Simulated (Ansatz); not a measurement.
```yaml
crystal:
  periodic: [false, false, false]
  atoms:
    - {symbol: Si, position_ang: [-0.009802, 0.016411, 0.026726]}
    - {symbol: Cl, position_ang: [-0.010554, 0.038219, 2.142589]}
    - {symbol: N, position_ang: [1.620018, -0.038333, -0.494451]}
    - {symbol: C, position_ang: [2.753221, 0.633904, 0.108618]}
    - {symbol: H, position_ang: [1.857353, -0.776263, -1.150729]}
    - {symbol: H, position_ang: [3.359484, 1.179980, -0.637258]}
    - {symbol: H, position_ang: [2.397601, 1.369771, 0.845889]}
    - {symbol: H, position_ang: [3.426472, -0.057749, 0.649482]}
    - {symbol: N, position_ang: [-0.802839, 1.434814, -0.520082]}
    - {symbol: C, position_ang: [-1.977646, 2.037805, 0.078904]}
    - {symbol: H, position_ang: [-0.241482, 2.068671, -1.081383]}
    - {symbol: H, position_ang: [-2.670473, 2.431166, -0.686689]}
    - {symbol: H, position_ang: [-2.528626, 1.280493, 0.658502]}
    - {symbol: H, position_ang: [-1.739383, 2.862790, 0.778023]}
    - {symbol: N, position_ang: [-0.848593, -1.378193, -0.511427]}
    - {symbol: C, position_ang: [-0.754032, -2.697673, 0.082786]}
    - {symbol: H, position_ang: [-1.700840, -1.210488, -1.038470]}
    - {symbol: H, position_ang: [-0.812591, -3.492181, -0.682651]}
    - {symbol: H, position_ang: [0.218388, -2.805980, 0.589573]}
    - {symbol: H, position_ang: [-1.535654, -2.897142, 0.842046]}
basis:
  gaussian: {orbitals: def2-TZVP, initial_orbitals: start.molden}
total_charge: 1
magnetization: {spin_polarized: true, initial_magnetization: 1}
hamiltonian: {xc: {name: CAM-B3LYP}, dispersion: d4}
scf: {omitted_lower_state_checks: [starts]}
output: {orbitals: {seedname: orbitals}}
```

The file start.molden holds the orbitals of an earlier run on this structure, at another level or in another basis.

```sh
$ ansatz run in.yaml --threads 4 --pin off --events-out ev --progress --plain --max-ram 4787MiB
```

(1) Does this run fit into the memory that it is given?

## Answers

(1) No. It has 332 basis functions, and Ansatz plans for 4.95 GiB where 4.67 GiB are given.
